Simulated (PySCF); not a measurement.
## Magnetic susceptibility: (ClGaSe)4 cubane

Cartesian coordinates in Å; atom numbers follow the order of the lines, from 1:
```xyz
12

Ga    0.400    1.944    0.375
Cl    0.797    3.939    0.758
Se    0.726    1.096   -2.061
Ga    1.666   -0.907   -0.692
Cl    3.373   -1.835   -1.406
Se    1.773    0.162    1.675
Ga   -0.602   -0.904    1.703
Cl   -1.206   -1.835    3.450
Se   -2.018    1.096    0.840
Ga   -1.464   -0.133   -1.385
Cl   -2.964   -0.268   -2.803
Se   -0.482   -2.354   -0.454
```

Computed with GIAO KT3/def2-SVP magnetisability, rotational g tensor and spin-rotation constants, non-relativistic, gas phase (PySCF 2.14.0). Geometry: GFN2-xTB.

The calculation is non-relativistic, which matters for the atoms heavier than Zn.

What are the magnetisability and the molar susceptibility?

Isotropic -4201 × 10⁻³⁰ J/T², or -253.0 × 10⁻⁶ cm³/mol; principal values -4202, -4202, -4201 × 10⁻³⁰ J/T², anisotropy 1 × 10⁻³⁰ J/T² (root of half the summed squared differences of the principal values). The susceptibility is in cgs units.

Split it along the inertial axes a, b, c into diamagnetic and paramagnetic parts about the centre of mass, with the quadrupole moment.


| axis | χ (10⁻⁶ cm³/mol) | diamagnetic (10⁻⁶ cm³/mol) | paramagnetic (10⁻⁶ cm³/mol) | summed x² of all electrons (Å²) | quadrupole Θ (D Å) |
| --- | --- | --- | --- | --- | --- |
| a | -253.0 | -7283.2 | 7030.1 | 858.4 | 0.00 |
| b | -253.0 | -7283.2 | 7030.1 | 858.4 | 0.00 |
| c | -253.0 | -7283.2 | 7030.1 | 858.4 | 0.00 |

Anisotropies 2χaa − χbb − χcc = 0.0 and 2χbb − χaa − χcc = 0.0 × 10⁻⁶ cm³/mol. Θ is traceless in Buckingham's convention.

And the rotational g tensor?


| axis | rotational constant (GHz) | g | nuclear part | electronic part |
| --- | --- | --- | --- | --- |
| a | 0.1411 | -0.0056 | 0.4604 | -0.4660 |
| b | 0.1411 | -0.0056 | 0.4603 | -0.4659 |
| c | 0.1410 | -0.0056 | 0.4601 | -0.4657 |

Spherical top; isotopes 35Cl, 69Ga, 80Se; no vibrational averaging.
